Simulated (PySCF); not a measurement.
A GIAO shielding run with PySCF 2.14.0 with density-fitted response routines (density fitting, non-relativistic, gas phase) on `C[N+]1(C)[AlH2-][CH2]C[C@H]1C(F)F`, C$_{6}$H$_{14}$AlF$_{2}$N:

```
$ OMP_NUM_THREADS=1 python probes_run.py task.json out

{"job": {"kind": "nmr", "xc": "PBE0", "basis": "pcSseg-1"}, "charge": 0, "multiplicity": 1}
C      1.616503     0.295983     0.749912
N      0.659868    -0.008801    -0.324997
C      1.228538     0.379752    -1.626496
Al     0.293058    -2.106697    -0.340850
C     -1.536739    -1.751741     0.363535
C     -1.487969    -0.313574     0.877264
C     -0.690071     0.570441    -0.083335
C     -0.681321     2.014826     0.392527
F     -1.943579     2.487848     0.349890
F      0.076827     2.802771    -0.408863
H      1.192722     0.021024     1.724687
H      2.522938    -0.305418     0.604440
H      1.892580     1.363568     0.750127
H      1.444788     1.457030    -1.667721
H      0.525472     0.114514    -2.426528
H      2.155469    -0.186435    -1.792617
H      1.426764    -2.638297     0.666940
H      0.458416    -2.482026    -1.893655
H     -1.866810    -2.435398     1.161331
H     -2.284197    -1.832217    -0.445493
H     -2.482017     0.145937     1.007542
H     -1.008690    -0.275958     1.873147
H     -1.202790     0.574035    -1.059851
H     -0.307701     2.127706     1.424975
```

Hardware: 1 thread of an Arm Neoverse V2, shared host. The job also computes population analyses, field gradients, ring-centre shieldings.

Question: How large is the calculation?

Answer: 88 electrons, 247 basis functions and 1297 auxiliary functions.

Question: How long does it take, and how much memory does it need?

Answer: 63 s of wall time, with 14 SCF cycles and 4 response iterations; peak memory 1.2 GiB. Times on a shared host scatter by some tens of per cent.

Question: And these other runs on the same molecule and hardware: GIAO shielding at HF/pcSseg-1?

Answer: HF/pcSseg-1: 247 functions, 27 s.
